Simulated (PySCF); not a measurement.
Computed shifts of a molecule C3H7BO3, KT2/pcSseg-1 (PySCF), GIAO, gas phase, equivalent atoms averaged, in ppm (number of nuclei): ¹³C: 102.8 (1), 59.5 (1), 54.7 (1). ¹H: 5.71 (1), 5.60 (1), 4.03 (3), 3.98 (1), 3.55 (1). References: ¹³C against TMS (σ = 185.1 ppm); ¹⁷O against H2O (σ = 330.4 ppm); ¹¹B against BF3 (σ = 89.8 ppm); ¹H against TMS (σ = 31.47 ppm), references at their B3LYP-D3(BJ)/def2-TZVP geometries, non-relativistic. Coordinates come from a PBE0-D3(BJ)/def2-SVP optimisation. One conformer was computed; it need not be the lowest.

Question: Which structure fits?
A. OB1COCCO1
B. C[C@H](O)B(O)C=O
C. C/C=C/OB(O)O
D. COB1COCO1

Answer: D, COB1COCO1
